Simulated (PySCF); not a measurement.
Unknown compound

The spectra below were simulated for a compound C6H14Si.

1H NMR (300 MHz, computed): δ 5.43 (q, 1H), 3.82 (t, 3H), 1.99 (q, 2H), 1.78 (q, 2H), 1.76 (d, 3H), 1.07 (t, 3H).

13C{1H} NMR (computed): δ 146.5 (C), 125.4 (CH), 36.7 (CH2), 17.8 (CH3), 17.5 (CH3), 13.9 (CH2).

- NMR shieldings at PBE0/pcSseg-1/GIAO
- GFN2-xTB structure
- run in PySCF 2.14.0 with density-fitted response routines
- one averaged value for each set of equivalent atoms, in vacuum, non-relativistic Hamiltonian, one conformer

Shifts are taken against calculated references (same method and geometry level): 1H and 13C vs TMS.

Question: Choose the structure that fits.
A. C[SiH2][C@@H]1CC[C@@H]1C
B. C/C=C(/CC)C[SiH3]
C. C[C@@H]1C[Si@@H](C)[C@@H]1C

Answer: B. 

The formula gives 1 degree of unsaturation (no ring in the answer). 6 carbon signals for 6 carbons: no two carbons are equivalent. Carbon types of the structure: 1 × C, 1 × CH, 2 × CH2, 2 × CH3, leaving 3 H on heteroatoms. δC 146.5: fully substituted alkene carbon; an sp2 carbon of a C=C bond. δC 125.4: alkene CH; the olefinic region. δC 17.8: methyl carbon; saturated and bonded to C and H only. δC 17.5: allylic methyl carbon; a saturated carbon with 1 carbon neighbour and no heteroatom attached. δH 1.76: hydrogen on an allylic methyl carbon; allylic position.

The others: C[SiH2][C@@H]1CC[C@@H]1C would give 10 signals for carbon-bound and other non-exchanging H, not 6; C[C@@H]1C[Si@@H](C)[C@@H]1C would give 8 signals for carbon-bound and other non-exchanging H, not 6.

Shifts are as computed. Against solution values, carbons near 30 ppm lie about +3 ppm off and those near 130 ppm about +5 ppm. Of 1309 compounds with measured shifts, 239 miss one by over three times the rms of a fit or turn the order of signals round; such compounds aren't used in these exercises. Multiplicities follow the n + 1 count of equivalent neighbours, as no J values were calculated; m marks all less simple cases, F and P coupling included.
